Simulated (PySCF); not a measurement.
## How methods differ on the ionisation energy of As¹⁶⁺

As¹⁶⁺ [Ne] 3s2 3p5 [3p1/2^2 3p3/2^3, M_J = 3/2] → As¹⁷⁺ [Ne] 3s2 3p4 [3p1/2^2 3p3/2^2, M_J = 2], as a difference of total energies. All numbers are calculated (PySCF 2.14, the two-component X2C-1e Hamiltonian, in an uncontracted even-tempered set (19 s from 1.5 bohr⁻², ratio 2.4; 14 p from 1.9 bohr⁻², ratio 2.4; 5 d from 9.8 bohr⁻², ratio 2.6; 4 f from 15 bohr⁻², ratio 2.6)). Correlated levels: 1s2 frozen; the 56 highest virtual spinors dropped. "Screened" scales the spin-orbit matrix elements by Boettger's factors to mimic the two-electron term; Breit and QED terms are absent.

```
                    method  ionisation energy (eV)
           GHF (spin-free)                  629.16
          GMP2 (spin-free)                  630.07
 GHF (screened spin-orbit)                  627.82
GMP2 (screened spin-orbit)                  628.73
```

**Question.** How much does correlation contribute at GMP2 (screened spin-orbit)?

**Answer.** 628.73 − (627.82) = 0.91 eV, measured against GHF (screened spin-orbit).

Breit and QED terms and the two-electron picture change are absent.

The spin-free rows relax to the high-spin LS determinant and lack the spin-orbit shift.

The labels give the starting determinants; with spin-orbit coupling the two ends relaxed to ⟨J²⟩ = 3.75, ⟨L²⟩ = 2.00, ⟨S²⟩ = 0.75 and ⟨J²⟩ = 6.01, ⟨L²⟩ = 2.50, ⟨S²⟩ = 1.75.

For comparison: 628.8 ± 0.6 eV (semi-empirical (NIST evaluation); NIST Atomic Spectra Database, ionization energies).
